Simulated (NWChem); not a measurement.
**Correlation energy of CH2N**

```xyz
4

C      0.0000     0.0000    -0.5021
N      0.0000     0.0000     0.7402
H     -0.9435     0.0000    -1.0845
H      0.9435     0.0000    -1.0845
```
Charge 0, spin multiplicity 2.

Everything below was run with NWChem. The geometry was optimised at UPBE0/def2-SVP, a minimum by its harmonic frequencies.

Basis set: 6-31G*. Each correlation energy counts from its own Hartree-Fock reference.

```json
[
 {"method": "SCS-UMP2", "correlation energy (mHa)": "-231.4", "remark": "spin-contaminated"},
 {"method": "CCSD(T) on ROHF", "correlation energy (mHa)": "-291.4", "remark": "-"},
 {"method": "UMP2", "correlation energy (mHa)": "-235.3", "remark": "spin-contaminated"},
 {"method": "CCSD[T] on ROHF", "correlation energy (mHa)": "-292.1", "remark": "-"},
 {"method": "CCSDT on ROHF", "correlation energy (mHa)": "-291.9", "remark": "-"},
 {"method": "CCSD[T] on UHF", "correlation energy (mHa)": "-281.6", "remark": "spin-contaminated"},
 {"method": "CCSD on UHF", "correlation energy (mHa)": "-271.9", "remark": "spin-contaminated"},
 {"method": "CCSD(T) on UHF", "correlation energy (mHa)": "-280.6", "remark": "spin-contaminated"},
 {"method": "CCSD on ROHF", "correlation energy (mHa)": "-282.0", "remark": "-"}
]
```

The values span 60.8 mHa, from CCSD[T] on ROHF (lowest) to SCS-UMP2 (highest). 

The correlated methods keep 2 core orbitals frozen. The Pople sets run with spherical d functions. The structure started from a generated list of species. The unpaired electrons of the parent sit in orbitals of symmetry b1 (C2v labels of the run); other states weren't searched. The stability of the SCF solutions was not checked. Open-shell Hartree-Fock references start from PBE0 orbitals. Coupled-cluster values serve here as a point of comparison, not as the truth.
